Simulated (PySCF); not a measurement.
AlBr2, SMILES [Br][Al][Br], multiplicity 2. The structure is a stationary point at B3LYP-D3(BJ)/def2-TZVP. The multiplicity is an assumed one; other spin states were not compared. The isomer is the one that the SMILES or the coordinates give; other isomers of the formula were not compared.

The numbers are results of B3LYP-D3(BJ)/def2-TZVP in PySCF 2.14.0, not measurements.

Harmonic wavenumbers (cm⁻¹): 93, 330, 447. Rotational constants (GHz): 16.48, 0.8151, 0.7766; symmetry number 2.

Problem. Work out the zero-point energy and the ideal-gas rigid-rotor harmonic-oscillator thermochemistry at 298.15 K and 1 atm.

Solution. ZPE = ½ Σ hcν = ½ × 871 cm⁻¹ = 5.21 kJ/mol. H − E(el) = 18.79 kJ/mol. Entropy in J/(mol K): translation 173.97, rotation 110.65, vibration 23.64, spin 5.76, total 314.03. G − E(el) = -74.84 kJ/mol. Cp = 53.91 J/(mol K). Modes under 150 cm⁻¹ make the vibrational entropy uncertain.
